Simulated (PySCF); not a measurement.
Si(OMe)4 (C4H12O4Si), SMILES [Si](OC)(OC)(OC)OC. The structure is a stationary point at PBE0-D3(BJ)/def2-SVP. The isomer is the one that the SMILES or the coordinates give; other isomers of the formula were not compared. One conformer was computed; it need not be the lowest.

Q: Give the equilibrium geometry at PBE0-D3(BJ)/def2-SVP (PySCF confirms it by a frequency run) as a Z-matrix, and its point group. (The exact figures need the calculation; the answer reports its results.)

A: Several could match; the one computed here: point group S4.
```
Si
O 1 1.6422
C 2 1.4028 1 125.34
H 3 1.1006 2 108.76 1 -164.65
H 3 1.1030 4 108.60 2 -121.67
H 3 1.1042 4 108.08 5 -117.24
O 1 1.6422 2 115.45 3 -75.75
C 7 1.4028 1 125.34 2 -75.75
H 8 1.1006 7 108.76 1 -164.65
H 8 1.1030 9 108.60 7 -121.67
H 8 1.1042 9 108.08 10 -117.24
O 1 1.6422 2 106.57 3 42.35
C 12 1.4028 1 125.34 2 -166.15
H 13 1.1006 12 108.76 1 164.65
H 13 1.1030 14 108.60 12 121.67
H 13 1.1042 14 108.08 15 117.24
O 1 1.6422 2 106.57 3 166.15
C 17 1.4028 1 125.34 2 -42.35
H 18 1.1006 17 108.76 1 164.65
H 18 1.1030 19 108.60 17 121.67
H 18 1.1042 19 108.08 20 117.24
```
